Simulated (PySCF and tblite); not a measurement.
Values are calculated unless marked as measured or tabulated.
System: C₄H₇FS₂, numbered as in [CH3:1]/[CH:2]=[CH:3]/[S:4][S:5][CH2:6][F:7].

Level: PBE0/pcSseg-1 + D3(BJ) on GFN2-xTB stationary points, with GFN2-xTB thermal terms. Rates follow Eyring's equation with the number of equivalent paths and no tunnelling. (PySCF 2.14 with density fitting, tblite 0.8.)

Problem. What barrier does the rotation about the S4–S5 bond (torsion C3–S4–S5–C6 from 89° to 271°, rising) meet, and how fast is it at 298 K?

Solution. The electronic barrier is 6.7 kcal/mol and ΔG‡(298 K) 7.2 kcal/mol, over a C1 saddle with an imaginary mode of 32i cm⁻¹ (GFN2-xTB). With 1 equivalent path, k is 3×10⁷ s⁻¹, a mean lifetime of the start of 33 ns against this motion. The end lies 0.9 kcal/mol below the start in free energy.
